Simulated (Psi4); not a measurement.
Conformational energy of C₂H₄F₂, SMILES C(F)CF, singlet. Scanned: dihedral F1–C2–C3–F4; all other coordinates were relaxed at GFN2-xTB. Points at φ and −φ are mirror images.

Geometry of the scan point at 150° (Å):
```
8

F     -1.3637     0.5714     0.9670
C     -0.7522    -0.1309    -0.0371
C      0.7548     0.1137     0.0141
F      1.4134    -0.9902    -0.4581
H     -1.2017     0.1900    -0.9808
H     -0.9580    -1.1923     0.1396
H      1.0683     0.2565     1.0540
H      1.0667     0.9658    -0.5959
```

Calculation: DF-MP2 (frozen core)/cc-pVTZ // GFN2-xTB (Psi4).

Scanned values (°): -150, -120, -90, -60, -30, 0, 30, 60, 90, 120, 150, 180.

Problem. Locate the minima and the barriers on this grid.

Solution. Lower than their neighbours: -60° (0.0 kJ/mol), 60° (0.0 kJ/mol), 180° (1.6 kJ/mol). Higher than their neighbours: -120° (11.4 kJ/mol), 0° (31.2 kJ/mol), 120° (11.4 kJ/mol). The whole profile spans 31.2 kJ/mol.
